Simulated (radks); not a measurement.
Problem. Species: the fluorine ion F3+. Configuration: 1s1.75 2s2 2p2 3p0.25 (fractional occupations, a model configuration). Calculated with a radial shooting solver on a logarithmic mesh with Libxc functionals: scalar-relativistic Kohn-Sham, r2SCAN, spin-polarised, spherical densities, finite nucleus; open shells are filled with parallel spins first; meta-GGA in the generalised Kohn-Sham scheme; Fermi nuclear charge, rms radius 2.8976 fm. Some entries of the table are withheld. Estimate them.

| orbital | occ. | eigenvalue (hartree) | r(max) (bohr) | <1/r> (bohr^-1) |
|---|---|---|---|---|
| 1s up | 1 | (1) | 0.1136 | 8.708 |
| 1s down | 0.75 | (2) | 0.1138 | 8.712 |
| 2s up | 1 | -3.71217 | 0.6968 | 1.730 |
| 2s down | 1 | -3.42004 | 0.7130 | 1.662 |
| 2p up | 2 | -3.01085 | 0.5982 | 1.642 |
| 2p down | 0 | -2.68031 | 0.6273 | 1.572 |
| 3s up | 0 | -1.02598 | 2.259 | 0.5530 |
| 3p up | 0.25 | -0.86823 | 2.378 | 0.5103 |
| 3d up | 0 | -0.67289 | 2.299 | 0.4468 |

Solution. 
(1) 1s up eigenvalue (hartree): -28.52997
(2) 1s down eigenvalue (hartree): -28.08374
